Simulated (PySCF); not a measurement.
# Electron correlation in Ir²⁺ (iridium, charge +2)

[Xe] 4f14 5d6 6s1, high-spin 6D determinant (an excited configuration). All numbers are calculated (PySCF 2.14, the spin-free X2C one-electron Hamiltonian (Gaussian nucleus), in x2c-TZVPPall). Frozen: [Kr] 4d10 4f14; 15 electrons correlated.

```json
{"level": "CCSD", "correlation energy (mhartree)": "-352.44"}
{"level": "(T)", "correlation energy (mhartree)": "-7.63"}
{"level": "CCSD(T)", "correlation energy (mhartree)": "-360.07"}
```

Diagnostics: T1 = 0.0051, D1 = 0.0168, largest double amplitude 0.021.

Spin-orbit coupling, absent here, splits the open shell strongly.

Cost of the coupled-cluster step: about 25 core-seconds, for 15 correlated electrons.

This basis was not built for core-valence correlation, so the inner-shell part is incomplete.
